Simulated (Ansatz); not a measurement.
Geometry optimisation, RKS PBE0/def2-SVP (Ansatz).

Input file:

```yaml
crystal:
  periodic: [false, false, false]
  atoms:
    - { symbol: Hf, position_ang: [-0.192876, 0.057077, 0.046232] }
    - { symbol: O, position_ang: [-0.0781, 0.046995, 2.066991] }
    - { symbol: H, position_ang: [-0.495972, 0.456578, 2.827803] }
    - { symbol: F, position_ang: [1.552975, 0.284296, -0.707185] }
    - { symbol: F, position_ang: [-1.224571, 1.581835, -0.464122] }
    - { symbol: O, position_ang: [-1.105037, -1.466988, -0.656429] }
    - { symbol: H, position_ang: [-1.386566, -2.351524, -0.887173] }
    - { symbol: Cl, position_ang: [1.657622, -2.735853, 1.658541] }
    - { symbol: H, position_ang: [1.122926, -1.768416, 2.405943] }
basis:
  gaussian: { orbitals: def2-SVP }
hamiltonian:
  xc: pbe0
relax:
  f_tol: 0.03
  max_steps: 50
```

Run as:

```bash
$ ansatz run input.yaml --threads 4 --pin off --max-ram 5120MiB --backend cpu --events-out ev --progress --plain --runs-dir out
```

Problem. Where does it end, and by what steps?

Solution. It converged. After 30 steps the energy has fallen by 1.123 eV; F5 moved furthest, 1.44 Å. Parted: Cl8–H9 (1.33 → 2.70 Å). Joined: Hf1–Cl8 (3.72 → 2.41 Å), O2–H9 (2.20 → 0.97 Å).

| step | energy less start (eV) | largest force component (eV/Å) | accepted |
| --- | --- | --- | --- |
| 0 | 0.0000 | 1.406 | yes |
| 2 | -0.1311 | 0.303 | yes |
| 4 | -0.1529 | 0.105 | yes |
| 6 | -0.1626 | 0.213 | yes |
| 8 | -0.1674 | 0.053 | yes |
| 10 | -0.1991 | 0.279 | yes |
| 12 | -0.6437 | 1.156 | yes |
| 14 | -0.9109 | 1.876 | yes |
| 16 | -0.7043 | 2.862 | no |
| 18 | -1.0115 | 0.132 | yes |
| 20 | -1.0296 | 0.331 | yes |
| 22 | -1.0632 | 0.484 | yes |
| 24 | -1.0937 | 0.628 | yes |
| 26 | -1.1128 | 0.308 | yes |
| 28 | -1.1222 | 0.090 | yes |
| 30 | -1.1229 | 0.022 | yes |

```xyz
9
Properties=species:S:1:pos:R:3
Hf 0.363 -0.510 0.044
O -0.456 -0.537 2.252
H -0.667 0.348 2.577
F 1.331 -0.136 -1.560
F -0.144 1.312 0.450
O -1.082 -1.601 -0.551
H -1.730 -2.113 -1.032
Cl 2.107 -1.699 1.215
H 0.130 -0.961 2.894
```

The run took 110 s on 4 threads of Intel(R) Xeon(R) Platinum 8259CL CPU @ 2.50GHz (Skylake/Cascade Lake), on a shared host, peak memory 0.34 GiB.
